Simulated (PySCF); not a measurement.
Br3MoO, neutral, multiplicity 2. Atoms are numbered in the order given.

```xyz
5

Mo    -0.0856     0.5142     0.0000
O      0.1122     2.1726     0.0000
Br    -2.3320    -0.3785     0.0000
Br     1.2046    -0.3676    -1.8422
Br     1.2046    -0.3676     1.8422
```
Charge 0, spin multiplicity 2.

Geometry optimised at PBE-D3(BJ)/def2-SVP. The spin state was assumed, not searched. The def2 effective core potentials stand for the cores of Mo; spin–orbit coupling is left out.

Level of theory: PBE-D3(BJ)/def2-SVP (PySCF).

Frequencies are harmonic and unscaled.

A small imaginary wavenumber (i) marks a very flat motion, where grid noise or a shallow saddle decides the sign.

```csv
mode,ν (cm⁻¹),IR (km/mol),moving atoms (share of kinetic energy)
1,24i,5.4,"Br 71 %, Mo 19 %, O 9 %"
2,65,0.0,"Br 86 %, Mo 10 %"
3,92,0.1,"Br 60 %, Mo 34 %"
4,120,8.2,"O 75 %, Br 25 %"
5,189,1.5,"O 74 %, Br 26 %"
6,255,3.6,"Br 73 %, Mo 23 %"
7,293,42.1,"Br 51 %, Mo 49 %"
8,334,46.8,"Mo 61 %, Br 32 %"
9,1019,121.0,"O 86 %, Mo 14 %"
```
